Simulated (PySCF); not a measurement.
How methods differ on the ionisation energy of S⁺

S⁺ [Ne] 3s2 3p3 [3p1/2^2 3p3/2^1, M_J = 3/2] → S²⁺ [Ne] 3s2 3p2 [3p1/2^2, M_J = 0], as a difference of total energies. Computed with PySCF 2.14 in x2c-TZVPPall-2c, with the two-component X2C-1e Hamiltonian. Correlated levels: [Ne] frozen; the 6 highest virtual spinors dropped. "Screened" scales the spin-orbit matrix elements by Boettger's factors to mimic the two-electron term; Breit and QED terms are absent.

```tsv
method	ionisation energy (eV)
GHF (spin-free)	22.821
GMP2 (spin-free)	23.334
GHF (screened spin-orbit)	22.783
GMP2 (screened spin-orbit)	23.297
```

Question: How much does correlation contribute at GMP2 (screened spin-orbit)?

Answer: 23.297 − (22.783) = 0.514 eV, measured against GHF (screened spin-orbit).

Errors of the correlated levels include the incompleteness of this basis and the frozen core.

The labels give the starting determinants; with spin-orbit coupling the two ends relaxed to ⟨J²⟩ = 3.75, ⟨L²⟩ = 0.00, ⟨S²⟩ = 3.75 and ⟨J²⟩ = 1.88, ⟨L²⟩ = 2.01, ⟨S²⟩ = 2.00.

The determinant of S²⁺ mixes levels of different J (the jj label is only the starting occupation), so the difference between spin-free and spin-orbit rows is not the physical spin-orbit shift.

For comparison: 23.338 eV (measured; NIST Atomic Spectra Database, ionization energies).
